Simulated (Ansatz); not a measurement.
def2 core potentials replace the inner electrons of Sn.

A geometry relaxed with PBE0-D3(BJ)/def2-SVP run with Ansatz (a first-principles code), charge 0, multiplicity 1:

```xyz
23

H     -2.3731     3.2952     1.4566
H     -2.6644     2.0797     0.1914
H     -0.6296    -1.5910    -2.6244
H     -2.3048    -1.9512    -2.1366
H     -0.9457    -2.4817    -1.1093
O      1.4880     0.8236    -0.4848
C      1.9664     0.3168    -1.6987
H     -1.6993     1.0060     2.3131
H     -0.2609     2.0361     2.1634
C     -1.3107    -1.6618    -1.7542
H     -1.2437     3.1386     0.0967
C      1.6696    -1.8641     1.6276
H      1.8985    -2.9419     1.5621
O     -1.4252    -0.4399    -1.0766
C     -1.8815     2.5691     0.7894
C     -1.0751     1.5604     1.5960
H      1.2243     0.3888    -2.5168
H      1.7718    -1.5700     2.6905
O      0.3745    -1.6436     1.1426
H      2.4486    -1.3219     1.0590
H      2.2826    -0.7429    -1.6292
Sn    -0.1612     0.0932     0.3454
H      2.8508     0.9024    -2.0030
```

Write the SMILES of this molecule.

`C[CH2][Sn]([O]C)([O]C)[O]C`
